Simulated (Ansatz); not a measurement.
`O[SiH2][S][GeH3]` → `O[SiH]` + `[SH][GeH3]` at 500 K and 1 bar (silylene formation by 1,1-elimination).

Calculated with Ansatz (gas phase, PBE0-D4/def2-TZVP geometries, no zero-point term in ΔE). CBS: MP2 limit from def2 TZ/QZ plus the TZ coupled-cluster correction, frozen cores. This one scheme is used for every species. For Ge outer-core shells are correlated without core-valence functions, which leaves a few kJ/mol of doubt a bond. Scalar relativity is left out up to krypton. One conformer a species, not always the lowest.

```json
{"species": "`O[SiH2][S][GeH3]`", "CCSD(T)/CBS energy (Eh)": "-2841.83791", "H − E (kJ/mol)": "200.7", "S (J/(mol·K))": "448.0"}
{"species": "`O[SiH]`", "CCSD(T)/CBS energy (Eh)": "-365.43832", "H − E (kJ/mol)": "75.8", "S (J/(mol·K))": "267.5"}
{"species": "`[SH][GeH3]`", "CCSD(T)/CBS energy (Eh)": "-2476.30083", "H − E (kJ/mol)": "114.8", "S (J/(mol·K))": "326.3"}
```

H − E and S are ideal-gas, rigid-rotor, harmonic terms from PBE0-D4/def2-TZVP, for one conformer and one mirror image of each species. 1 Eh = 2625.50 kJ/mol, R = 8.31446 J/(mol·K).

Q: By hand: ΔE, ΔH, ΔS and ΔG.

A: ΔE = (-365.43832) + (-2476.30083) − (-2841.83791) = 0.09876 Eh = 259.3 kJ/mol. Δ(H − E) = 75.8 + 114.8 − 200.7 = -10.1, so ΔH = 249.2 kJ/mol. ΔS = 267.5 + 326.3 − 448.0 = 145.8 J/(mol·K). ΔG = 249.2 − 500 × (145.8)/1000 = 176.3 kJ/mol.

Q: By hand: the equilibrium constant, and the temperature at which ΔG would vanish if ΔH and ΔS stayed fixed.

A: log₁₀ K = −ΔG/(RT ln 10) = -18.4. ΔG = 0 at ΔH/ΔS = 1709 K.

The number of gas molecules changes by +1, which sets the sign of ΔS. A doubt of 5 kJ/mol in ΔE shifts log₁₀ K by 0.5 here. Other conformers and mirror images would add mixing entropy, several J/(mol·K) or more a flexible species. Modes under 60 cm⁻¹, often nearly free rotors, make the harmonic entropy too high. These are equilibria of isolated gas molecules and say nothing of rates. Largest T1 diagnostic: 0.016 (customary marks: 0.02 for closed shells, 0.045 for open ones).
